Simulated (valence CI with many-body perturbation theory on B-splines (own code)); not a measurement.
**Energy levels of Re43+**

Calculated by configuration interaction combined with many-body perturbation theory (CI+MBPT): four valence electrons over a frozen Dirac-Fock core [Ar] 3d10, a basis of 11 s, 11 p, 10 d, 8 f, 5 g, 2 h functions for each j, with the one-electron correlation potential Σ1, the two-electron term Σ2, the three-electron term Σ3, Breit, model QED; selected CI, second order for the rest, scaled by the run's own slope (own B-spline code, finite nucleus).

The last digits are not significant, and no measured levels were compared; by estimate large intervals hold to a few tenths of a per cent, small ones and those within an open d or f shell to about a per cent. Among the levels kept, up to 430 cm⁻¹ of a level comes from second order outside the variational space, and about a tenth of that is noise between levels of different J, which matters for small intervals.

Levels 1 to 45 of 188, with energies above the lowest level, (4s^2 4p1/2^2) J=0. "Leading %" is the weight of the configuration and term that name the level; weights of strongly mixed levels are sums over their largest components and can fall short, so below about 35 % the name and the second component can differ from the true leading terms, or belong to a minority configuration. In the jj column 3d3/2^4 stands for four electrons in 3d with j = 3/2.

```tsv
No.	Configuration	Term	J	E (× 10³ cm⁻¹)	Leading %	g	Leading jj
1	4s²4p²	³P	0	0.00	70		4s^2 4p1/2^2 (99 %)
2	4s²4p²	³P	1	795.87	99	1.497	4s^2 4p1/2 4p3/2 (99 %)
3	4s²4p²	¹D	2	831.16	63	1.176	4s^2 4p1/2 4p3/2 (99 %)
4	4s4p³	³P°	2	1591.7	45	1.564	4s 4p1/2^2 4p3/2 (97 %)
5	4s²4p²	³P	2	1653.8	63	1.314	4s^2 4p3/2^2 (99 %)
6	4s4p³	³D°	1	1712.4	36	1.064	4s 4p1/2^2 4p3/2 (93 %)
7	4s²4p²	¹S	0	1730.1	69		4s^2 4p3/2^2 (98 %)
8	4s²4p4d	³F°	2	2059.4	73	0.763	4s^2 4p1/2 4d3/2 (98 %)
9	4s²4p4d	³D°	1	2209.6	51	0.864	4s^2 4p1/2 4d3/2 (92 %)
10	4s²4p4d	³P°	2	2271.3	26	1.417	4s^2 4p1/2 4d5/2 (62 %)
11	4s²4p4d	³F°	3	2298.7	44	1.156	4s^2 4p1/2 4d5/2 (82 %)
12	4s4p³	³D°	2	2406.8	38	1.401	4s 4p1/2 4p3/2^2 (61 %)
13	4s4p³	³D°	3	2452.9	81	1.280	4s 4p1/2 4p3/2^2 (81 %)
14	4s4p³	³P°	0	2484.7	96		4s 4p1/2 4p3/2^2 (96 %)
15	4s4p³	³P°	1	2541.8	48	1.279	4s 4p1/2 4p3/2^2 (93 %)
16	4s4p³	¹D°	2	2562.5	68	1.095	4s 4p1/2 4p3/2^2 (89 %)
17	4s4p³	³S°	1	2575.0	39	1.360	4s 4p1/2 4p3/2^2 (96 %)
18	4s4p²4d	⁵F	1	2865.4	44	0.419	4s 4p1/2^2 4d3/2 (97 %)
19	4s4p²4d	³D	2	2892.8	28	1.158	4s 4p1/2^2 4d3/2 (93 %)
20	4s²4p4d	³D°	2	2986.7	50	1.049	4s^2 4p3/2 4d3/2 (91 %)
21	4s²4p4d	³P°	1	2998.2	55	1.127	4s^2 4p3/2 4d3/2 (93 %)
22	4s²4p4d	³P°	0	3003.5	95		4s^2 4p3/2 4d3/2 (95 %)
23	4s²4p4d	³F°	3	3005.9	41	1.115	4s^2 4p3/2 4d3/2 (91 %)
24	4s²4p4d	³F°	4	3081.5	99	1.246	4s^2 4p3/2 4d5/2 (99 %)
25	4s²4p4d	³P°	2	3093.4	38	1.286	4s^2 4p3/2 4d5/2 (82 %)
26	4s4p²4d	³D	3	3093.5	31	1.359	4s 4p1/2^2 4d5/2 (94 %)
27	4s4p²4d	³F	2	3148.0	23	1.061	4s 4p1/2^2 4d5/2 (84 %)
28	4s²4p4d	³D°	3	3233.0	54	1.180	4s^2 4p3/2 4d5/2 (92 %)
29	4s²4p4d	¹P°	1	3247.5	61	1.106	4s^2 4p3/2 4d5/2 (92 %)
30	4s4p³	³P°	2	3357.4	42	1.390	4s 4p3/2^3 (81 %)
31	4p⁴	³P	2	3369.9	53	1.249	4p1/2^2 4p3/2^2 (78 %)
32	4p⁴	¹S	0	3416.7	54		4p1/2^2 4p3/2^2 (87 %)
33	4s4p³	¹P°	1	3465.3	39	1.167	4s 4p3/2^3 (90 %)
34	4s4p²4d	⁵D	0	3593.3	85		4s 4p1/2 4p3/2 4d3/2 (96 %)
35	4s4p²4d	⁵D	1	3595.5	55	1.171	4s 4p1/2 4p3/2 4d3/2 (98 %)
36	4s4p²4d	⁵F	2	3598.8	44	1.096	4s 4p1/2 4p3/2 4d3/2 (94 %)
37	4s4p²4d	⁵F	3	3611.8	40	1.093	4s 4p1/2 4p3/2 4d3/2 (86 %)
38	4s²4p4f	³G	3	3658.4	42	0.907	4s^2 4p1/2 4f5/2 (61 %)
39	4s4p²4d	³G	4	3665.7	32	1.169	4s 4p1/2 4p3/2 4d3/2 (80 %)
40	4s²4p4f	³F	2	3704.1	31	0.907	4s^2 4p1/2 4f5/2 (58 %)
41	4s²4p4f	³D	3	3738.2	25	1.244	4s^2 4p1/2 4f7/2 (48 %)
42	4s4p²4d	³F	2	3752.1	51	0.921	4s 4p1/2 4p3/2 4d3/2 (71 %)
43	4s4p²4d	⁵D	4	3758.8	46	1.391	4s 4p1/2 4p3/2 4d5/2 (97 %)
44	4s4p²4d	⁵P	1	3778.4	26	1.584	4s 4p1/2 4p3/2 4d3/2 (94 %)
45	4s²4p4f	³G	4	3778.5	32	1.136	4s^2 4p1/2 4f7/2 (76 %)
```

The ionisation energy to 4s²4p ²P°1/2 of the next ion comes out as 2241.4 eV (NIST: 2240 ± 4 eV (theoretical)). All 188 levels together are meant to be complete up to 5541.9 × 10³ cm⁻¹.
